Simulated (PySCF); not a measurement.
Working out the ionisation energy of Cr⁺

Cr⁺ [Ar] 3d5 (6S) → Cr²⁺ [Ar] 3d4 (5D). Calculation: PySCF 2.14, in jorge-DZP-DKH (8s6p2d1f, 43 functions); scalar relativity by spin-free X2C-1e. Frozen: [Ar]. Energies in hartree (1 hartree = 27.21139 eV):

| part | Cr⁺ (lower) | Cr²⁺ (upper) |
| --- | --- | --- |
| UHF | -1049.392057 | -1048.838552 |
| MP2 opposite-spin | 0.000000 | 0.000000 |
| MP2 same-spin | -0.047655 | -0.020781 |

Question: What does Hartree-Fock give?

Answer: (-1048.838552) − (-1049.392057) = 0.553505 hartree = 15.062 eV.

Question: What do MP2 and SCS-MP2 (6/5 opposite-spin, 1/3 same-spin) give?

Answer: The opposite-spin parts differ by 0.000 eV and the same-spin parts by 0.731 eV. MP2: 15.062 + (0.000) + (0.731) = 15.793 eV. SCS-MP2: 15.062 + 1.2 × (0.000) + (0.731)/3 = 15.306 eV.

Reference: 16.486 eV (measured; NIST Atomic Spectra Database, ionization energies), between the lowest levels; spin-orbit coupling is absent from the calculation.

A double-zeta basis recovers only part of the correlation energy.

What remains against the reference includes basis incompleteness, the frozen core and correlation beyond second order.
